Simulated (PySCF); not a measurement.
Computed with PySCF with PBE0-D4/def2-TZVP // PBE0-D4/def2-SVP. Isolated molecules, 0 K electronic values unless said otherwise. One relaxed conformer stands for a flexible species; it need not be the lowest. Delta-SCF ions had no search for a lower state. 

Reference species: [In(H)3(H2O)] (neutral, multiplicity 1).

```json
{
 "S1 oscillator strength": "0.003",
 "HOMO": "-7.53 eV",
 "vertical ionisation energy (Delta-SCF)": "9.79 eV"
}
```

Changed species: [In(H)3(NH3)] (adduct with NH3; the reference has adduct with H2O).

**Question.** Give the shifts of the S1 oscillator strength, HOMO and vertical ionisation energy (Delta-SCF).

**Answer.** the S1 oscillator strength is nearly the same; the HOMO goes up by 0.25 eV, to -7.28 eV; the vertical ionisation energy (Delta-SCF) falls by 0.29 eV, to 9.50 eV.
